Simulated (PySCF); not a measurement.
## [La(H2O)3]3+ at several levels of theory

Computed with PySCF 2.14.0 (density fitting, no spin-orbit coupling) at the geometry relaxed with PBE0:

```xyz
10
[La(H2O)3]3+ (singlet)
La    0.0000    0.0000    0.0000
O     2.4013    0.0000    0.0000
H     3.0168    0.7621    0.1095
H     3.0169   -0.7621   -0.1095
O    -1.2007    2.0796    0.0000
H    -2.1684    2.2316    0.1095
H    -0.8485    2.9937   -0.1095
O    -1.2006   -2.0796    0.0000
H    -0.8484   -2.9937    0.1095
H    -2.1684   -2.2316   -0.1095
```

| level | basis | state | HOMO (eV) | gap (eV) | charge on La1 (e) | population of f-type functions on La1 (polarisation alone where 4f lies in the core) | dipole about the centre of mass (D) | largest force component (eV/Å) |
| --- | --- | --- | --- | --- | --- | --- | --- | --- |
| PBE0 | La lcecp-1-SVP with ECP46, O def2-SVP, H def2-SVP | singlet | -24.57 | 8.19 | 2.08 | 0.05 | 0.00 | 0.01 |
| PBE0 | La lcecp-1-TZVP with ECP46, O def2-TZVP, H def2-TZVP | singlet | -24.62 | 8.31 | 2.27 | 0.08 | 0.00 | 0.30 |
| PBE0 | La x2c-SVPall, O x2c-SVPall, H x2c-SVPall | singlet | -24.62 | 8.12 | 2.05 | 0.12 | 0.00 | 0.31 |

In the lcecp rows the 4f levels are missing from HOMO and gap, and the state counts the valence alone.

Charges are Mulliken's, which hang on the basis. The relaxation used the grid (50, 194), these runs (75, 302) or, all-electron (x2c bases, spin-free X2C Hamiltonian), (99, 590).

(1) Order these levels, in the first row's basis, by the HOMO–LUMO gap they give here, smallest first.
A. CAM-B3LYP
B. PBE
C. wB97X
D. BP86

(2) And their other results?

A frequency check found unstable modes (1, the lowest at -11 cm⁻¹), so the relaxed geometry is a saddle point, or these are noise.

## Answers

(1) B (5.52 eV), D (5.71 eV), A (10.63 eV), C (13.07 eV).

(2) 
```json
{"level": "CAM-B3LYP", "state": "singlet", "HOMO (eV)": "-26.05", "gap (eV)": "10.63", "charge on La1 (e)": "2.07", "population of f-type functions on La1 (polarisation alone where 4f lies in the core)": "0.05", "dipole about the centre of mass (D)": "0.00", "largest force component (eV/Å)": "0.12"}
{"level": "wB97X", "state": "singlet", "HOMO (eV)": "-27.11", "gap (eV)": "13.07", "charge on La1 (e)": "2.11", "population of f-type functions on La1 (polarisation alone where 4f lies in the core)": "0.05", "dipole about the centre of mass (D)": "0.00", "largest force component (eV/Å)": "0.10"}
{"level": "PBE", "state": "singlet", "HOMO (eV)": "-22.73", "gap (eV)": "5.52", "charge on La1 (e)": "1.94", "population of f-type functions on La1 (polarisation alone where 4f lies in the core)": "0.05", "dipole about the centre of mass (D)": "0.00", "largest force component (eV/Å)": "0.54"}
{"level": "BP86", "state": "singlet", "HOMO (eV)": "-22.84", "gap (eV)": "5.71", "charge on La1 (e)": "1.96", "population of f-type functions on La1 (polarisation alone where 4f lies in the core)": "0.05", "dipole about the centre of mass (D)": "0.00", "largest force component (eV/Å)": "0.59"}
```
